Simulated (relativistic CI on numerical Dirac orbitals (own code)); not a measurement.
Hyperfine structure of Tm⁵⁷⁺, mass number 171

Computed by Dirac-Coulomb-Breit CI, orbitals from a KLI potential per configuration, model QED, unscaled Slater integrals (own radial code, finite nucleus).

Configuration list (outside the closed core [Ne]): 3s2, 3s 3p, 3p2, 3s 3d, 3d2, 3p 3d, 3p 4s, 3d 4s, 3s 4s, 3s 4p, 3s 4d, 3s 4f, 3s 5s, 3s 5p, 3s 5d, 4s2. Levels of other configurations are missing.

Nuclear spin I = 1/2, μ = -0.23 μN (tables of Stone and Pyykkö). The electronic factors are computed for point nuclear moments, without core polarisation or the Bohr-Weisskopf and QED corrections.

```
      Level   E (Ry)  A (GHz)
3s 3p 3P°_1  10.2051    -1326
3s 3p 3P°_2  28.6456     -568
3s 3p 1P°_1  31.2099    391.8
   3p2 1D_2  40.4079   -252.9
   3p2 3P_1  40.5241    63.88
 3s 3d 3D_1  43.1010      454
 3s 3d 3D_2  43.8895   -455.3
 3s 3d 3D_3  47.5206   -352.9
```

Levels with J = 0, under 50 % of one LS term, or S terms without an open s electron are left out. Small factors come from cancelling terms and can be off by tens of per cent or more.

At this charge energies of transitions that change n are usually good to better than 1 %, and those within a shell (Δn = 0) to a few per cent.

Give the hyperfine levels of 3s 3p 3P°_1 relative to its centre of gravity.

With K = F(F + 1) − I(I + 1) − J(J + 1), E = AK/2: F = 1/2: 1326, F = 3/2: -662.8 GHz.

LS names give the leading component of a level, which can be under half, so a name can repeat, a term be missing and a line seem to break the LS rules.
